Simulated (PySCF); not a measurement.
In(F)(Br)(Me), SMILES [CH3][In]([F])[Br] (CH3BrFIn), B3LYP/def2-SVP optimised geometry.

```
7

In    -0.09     0.17     0.00
F      1.88     0.17     0.00
Br    -0.96     2.52     0.00
C     -1.20    -1.68     0.00
H     -1.88    -1.68    -0.86
H     -1.77    -1.74     0.94
H     -0.49    -2.52    -0.07
```

Density from B3LYP/def2-TZVP, def2 effective core potentials past Kr run with PySCF at that geometry. The core electrons that the potentials of In replace are not part of the density.

Minimum of the electron density along straight lines between bonded atoms, close to the bond critical point (lines longer than 1.1 times the sum of covalent radii, or with two minima, are not listed):

| bond | length / Å | ρ at the minimum / e bohr⁻³ | ∇²ρ there / e bohr⁻⁵ | position (fraction from the first atom) |
|---|---|---|---|---|
| In1–F2 | 1.970 | 0.107 | 0.56 | 0.52 |
| In1–Br3 | 2.501 | 0.071 | 0.13 | 0.47 |
| In1–C4 | 2.159 | 0.097 | 0.13 | 0.52 |
| C4–H5 | 1.098 | 0.272 | -0.91 | 0.65 |
| C4–H6 | 1.099 | 0.272 | -0.91 | 0.64 |
| C4–H7 | 1.098 | 0.273 | -0.92 | 0.65 |
